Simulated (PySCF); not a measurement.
**Static response to an electric field**

Compound: CH₈BN₃.
Geometry (PBE0-D3(BJ)/def2-SVP, Å), atoms numbered from 1 in this order:
```xyz
13
CH8BN3 angstrom
C      1.8098    0.2642    0.3171
N      0.6304   -0.5480    0.3679
B     -0.6702   -0.1709   -0.0971
N     -1.7342   -1.1264   -0.0567
N     -0.8923    1.1442   -0.6128
H      2.7198   -0.3456    0.1848
H      1.9717    0.8938    1.2169
H      1.7632    0.9429   -0.5497
H      0.7223   -1.3975    0.9072
H     -2.6714   -0.9101   -0.3607
H     -1.5673   -2.1170    0.0380
H     -0.2873    1.9194   -0.3874
H     -1.7869    1.4354   -0.9771
```

Level: B3LYP/def2-SVPD (PySCF), static field, nuclei fixed, core orbitals frozen in the response. The polarisability tensor in these axes (au):

```
x   62.83  3.12  4.13
y    3.12 55.42 -2.91
z    4.13 -2.91 45.81
```

Give the principal values, the mean and the anisotropy Δα = √{½[(α1 − α2)² + (α2 − α3)² + (α1 − α3)²]}.

Principal values 43.76, 55.84 and 64.45 au; mean 54.68 au = 8.10 Å³ = 9.02 × 10⁻⁴⁰ C²·m²/J; Δα = 18.00 au (33 % of the mean).

What is the dipole moment, and where does it point?

(-0.28, -0.06, 0.13) D, 0.31 D in size, pointing from the negative to the positive side. Measured along this direction, the outermost atoms are H6 at the negative end and H10 at the positive end.

Traceless (Buckingham) quadrupole moment about the centre of nuclear charge: eigenvalues?

-8.98, 3.52, 5.46 D·Å. The values depend on the origin, since the dipole doesn't vanish. The electronic extent ⟨r²⟩ about the same centre is 502 bohr², a root-mean-square distance of 1.87 Å for the 40 electrons.

Refractivity n − 1 of an ideal gas of it at 273.15 K and 1 atm, from the electronic α?

N = p/kT = 2.6868 × 10¹⁹ cm⁻³, so n − 1 = 2π × N × 8.10 × 10⁻²⁴ cm³ = 1368 × 10⁻⁶ at long wavelengths.

Molar refractivity from α?

Lorentz–Lorenz: R = (4π/3)N_A α = 2.5225 cm³/(mol·Å³) × 8.10 Å³ = 20.4 cm³/mol, in the limit of long wavelengths.

Rayleigh depolarisation ratio (linearly polarised light, static tensor)?

ρ = 3Δα²/(45ᾱ² + 4Δα²) = 972.4/(134567 + 1296.5) = 0.00716.

Find the Langevin capture rate constant for O2+ (31.990 u) meeting this molecule (73.081 u), k = 2.342 × 10⁻⁹ cm³/s × √(α in Å³ / reduced mass in u).

The reduced mass is 22.25 u, so k = 1.41 × 10⁻⁹ cm³/s. The formula leaves out the permanent dipole, which adds to the capture rate.

Geometry: PBE0-D3(BJ)/def2-SVP; no solvent, vibrations or thermal averaging.
